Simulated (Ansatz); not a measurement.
`N#Cc1ccc(C23CC(C#N)(C2)C3)cc1`. The state is a triplet with charge 0. Geometry r2SCAN-D4/def2-SVP, that of the neutral singlet; atoms count from 1.

```xyz
25

N    -5.756    1.373   -0.717
C    -4.630    1.107   -0.573
C    -3.249    0.780   -0.397
C    -2.606   -0.086   -1.305
C    -1.263   -0.400   -1.129
C    -0.532    0.137   -0.054
C     0.903   -0.210    0.119
C     1.865    0.281    1.236
C     2.715   -0.656    0.329
C     4.109   -0.994    0.495
N     5.232   -1.268    0.628
C     1.508   -1.636    0.323
C     2.063    0.047   -0.896
C    -1.179    0.998    0.845
C    -2.524    1.322    0.681
H    -3.171   -0.504   -2.142
H    -0.768   -1.073   -1.836
H     2.142    1.347    1.220
H     1.670   -0.085    2.257
H     1.451   -2.328   -0.532
H     1.278   -2.133    1.278
H     2.043   -0.533   -1.832
H     2.343    1.099   -1.062
H    -0.619    1.421    1.684
H    -3.025    1.993    1.383
```

At PBE0-D4/def2-SVP a singlet of charge 0 lies 3.66 eV below the triplet at the same geometry.

(1) Estimate the Mulliken populations from the PBE0/def2-SVP orbitals of Ansatz.

(2) Where does the spin sit?

(3) And the Mayer bond orders between heavy atoms (over 0.3)?

Answers

(1) 
```json
{"atom": "N1", "charge (e)": "0.00", "spin (α − β)": "0.39"}
{"atom": "C2", "charge (e)": "-0.08", "spin (α − β)": "-0.19"}
{"atom": "C3", "charge (e)": "-0.11", "spin (α − β)": "0.68"}
{"atom": "C4", "charge (e)": "0.03", "spin (α − β)": "-0.07"}
{"atom": "C5", "charge (e)": "0.00", "spin (α − β)": "0.25"}
{"atom": "C6", "charge (e)": "0.01", "spin (α − β)": "0.75"}
{"atom": "C7", "charge (e)": "-0.23", "spin (α − β)": "-0.09"}
{"atom": "C8", "charge (e)": "0.10", "spin (α − β)": "0.00"}
{"atom": "C9", "charge (e)": "-0.40", "spin (α − β)": "0.01"}
{"atom": "C10", "charge (e)": "-0.11", "spin (α − β)": "-0.01"}
{"atom": "N11", "charge (e)": "0.10", "spin (α − β)": "0.01"}
{"atom": "C12", "charge (e)": "0.10", "spin (α − β)": "0.05"}
{"atom": "C13", "charge (e)": "0.10", "spin (α − β)": "0.05"}
{"atom": "C14", "charge (e)": "-0.02", "spin (α − β)": "-0.21"}
{"atom": "C15", "charge (e)": "0.02", "spin (α − β)": "0.43"}
{"atom": "H16", "charge (e)": "0.04", "spin (α − β)": "0.00"}
{"atom": "H17", "charge (e)": "0.03", "spin (α − β)": "-0.01"}
{"atom": "H18", "charge (e)": "0.06", "spin (α − β)": "0.00"}
{"atom": "H19", "charge (e)": "0.06", "spin (α − β)": "0.00"}
{"atom": "H20", "charge (e)": "0.06", "spin (α − β)": "0.00"}
{"atom": "H21", "charge (e)": "0.06", "spin (α − β)": "0.00"}
{"atom": "H22", "charge (e)": "0.06", "spin (α − β)": "0.00"}
{"atom": "H23", "charge (e)": "0.06", "spin (α − β)": "0.00"}
{"atom": "H24", "charge (e)": "0.03", "spin (α − β)": "0.01"}
{"atom": "H25", "charge (e)": "0.04", "spin (α − β)": "-0.02"}
```
Mulliken values depend strongly on the basis.

(2) Summed by element: N 0.40, C 1.63, H -0.03, of 2 unpaired in all. Largest on single atoms: C6 0.75, C3 0.68, C15 0.43.

(3) N1–C2 2.78 (1.17 Å); C2–C3 1.24 (1.43 Å); C3–C4 1.11 (1.41 Å); C3–C15 0.97 (1.41 Å); C4–C5 1.65 (1.39 Å); C5–C6 1.00 (1.41 Å); C6–C7 1.03 (1.49 Å); C6–C14 1.20 (1.40 Å); C7–C8 0.98 (1.55 Å); C7–C12 0.94 (1.56 Å); C7–C13 0.94 (1.56 Å); C8–C9 0.98 (1.56 Å); C9–C10 1.20 (1.44 Å); C9–C12 0.97 (1.56 Å); C9–C13 0.97 (1.56 Å); C10–N11 3.06 (1.16 Å); C14–C15 1.58 (1.39 Å).
